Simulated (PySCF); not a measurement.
From a computed spectrum to the compound

A species of 6 atoms with charge -1 has these harmonic modes (PBE, small Gaussian bases with core potentials, PySCF 2.14.0):

| cm⁻¹ | km/mol | symmetry |
| --- | --- | --- |
| 57 | 23.9 | a' |
| 81 | 28.0 | a'' |
| 118 | 1.8 | a' |
| 336 | 80.8 | a' |
| 338 | 48.0 | a'' |
| 382 | 110.9 | a' |
| 397 | 135.7 | a'' |
| 417 | 101.1 | a' |
| 481 | 112.8 | a'' |
| 485 | 70.6 | a' |
| 3726 | 27.1 | a'' |
| 3726 | 8.2 | a' |

(1) Which species is it, and in which structure?

## Answers

(1) [NdS(OH)2]− (singlet in the valence; each metal's 4f electrons, 3 of them, lie in its core potential, out of spins and levels):
```xyz
6

Nd   -0.2039    0.0000   -0.1843
S     2.1995    0.0000    0.4913
O    -1.2479    1.8842    0.2839
H    -0.7310    2.6126    0.6754
O    -1.2479   -1.8842    0.2839
H    -0.7310   -2.6126    0.6754
```
Ideal gas at 298.15 K and 1 bar: S = 379.5 J/(mol K), Cp = 100.5 J/(mol K), H − H(0 K) = 21.6 kJ/mol (rigid rotor, harmonic modes, spin degeneracy alone, that of the 4f electrons in the core included; the modes under 60 cm⁻¹ make these uncertain). An lcecp potential fixes the number of 4f electrons, so in runs with it no electron can move into or out of that shell.
 The answer isn't unique; the calculation gave this one.
